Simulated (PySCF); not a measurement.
AlF2, multiplicity 2. Atoms are numbered in the order given.

```xyz
3

Al     0.0000     0.0000     0.4807
F      0.0000    -1.4308    -0.3472
F      0.0000     1.4308    -0.3472
```
Charge 0, spin multiplicity 2.

The structure is a stationary point at B3LYP-D3(BJ)/def2-TZVP. The spin state was assumed, not searched. The isomer is the one that the SMILES or the coordinates give; other isomers of the formula were not compared.

These are PBE/def2-TZVPD (PySCF) values and carry that method's errors.

Mulliken values depend strongly on the basis, most of all with diffuse functions as here. ESP charges are fitted to the potential on shells at 1.4 to 2.0 van der Waals radii. Atomic charges (e):

```json
[
 {"atom": "Al1", "Mulliken": "0.42", "ESP fit": "0.54", "meta-Löwdin": "1.04", "Mulliken spin": "0.96"},
 {"atom": "F2", "Mulliken": "-0.21", "ESP fit": "-0.27", "meta-Löwdin": "-0.52", "Mulliken spin": "0.02"},
 {"atom": "F3", "Mulliken": "-0.21", "ESP fit": "-0.27", "meta-Löwdin": "-0.52", "Mulliken spin": "0.02"}
]
```
